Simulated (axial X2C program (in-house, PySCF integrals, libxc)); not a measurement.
Results of a calculation; reference values are marked as such.
# TaC⁻: input and output

Program: an in-house all-electron X2C program for linear molecules (integrals from PySCF).

The run was started with this input:
```json
{"zs": [73, 6], "q": -1, "bas": ["dyall-acv3z", "dyall-av3z"], "levels": ["PBE0", "HF", "PBE"], "cc": true, "r0": 1.93, "thr": -1.0, "nmax": 90, "npts": 10, "nst": 2, "ntry": 6}
```
```bash
python so2c.py task.json out
```

Keys: zs atomic numbers; q charge; bas basis sets; levels methods; cc coupled cluster on or off; r0 starting distance in Å; thr threshold in hartree for freezing inner shells (an s shell follows its p shell); nmax most natural virtual spinors; npts points on the curve; nst determinants followed; ntry starts of the search. HF also brings MP2.

Output of the HF step, scalar-relativistic, at R = 1.737 Å for the state M_S = 0, Λ = 0. It starts from PBE0 orbitals of this distance.

```
spin-free X2C-1e  HF
basis functions 252  fitting functions 1256  grid points 5074
iter        total energy     max residual
   1     -15637.924466553     5.88e-01
   2     -15637.969349968     2.36e-02
   3     -15637.970361601     2.71e-02
   4     -15637.973114206     1.38e-03
   5     -15637.973297555     1.01e-03
   6     -15637.973348544     9.45e-04
   7     -15637.973382802     2.66e-04
   8     -15637.973389950     1.24e-04
   9     -15637.973391329     2.55e-05
  10     -15637.973391370     1.43e-05
  11     -15637.973391381     4.23e-06
  12     -15637.973391383     1.26e-06
  13     -15637.973391384     7.98e-07
converged
one-electron -21750.20587204  Coulomb 6299.69029209  exact exchange -320.89455201  xc functional 0.00000000  nuclear repulsion 133.43674058
correlated 10  virtual 336  natural virtual 88  E(MP2) -0.365748381  MP2 remainder -0.021601976
iter   CCSD correlation   residual
   1     -0.290051152   3.22e-01
   2     -0.315374451   1.61e-01
   3     -0.319424939   4.90e-02
   4     -0.320002529   2.21e-02
   5     -0.320482384   9.53e-03
   6     -0.320444746   3.46e-03
   7     -0.320433931   1.50e-03
   8     -0.320463053   4.87e-04
   9     -0.320465752   1.60e-04
  10     -0.320464174   5.59e-05
  11     -0.320464797   2.17e-05
  12     -0.320464063   8.90e-06
  13     -0.320464264   3.61e-06
  14     -0.320464125   1.99e-06
  15     -0.320464116   7.97e-07
(T) -0.027010948  T1 0.0536  D1 0.0768  max T2 0.125
```
Energies are in hartree; totals compare only within one Hamiltonian and basis. T1 is large, a sign of multireference character or of a spin-contaminated reference. T1 in the output is the amplitude norm over the root of the electron number; divide by √2 for the Lee–Taylor value.
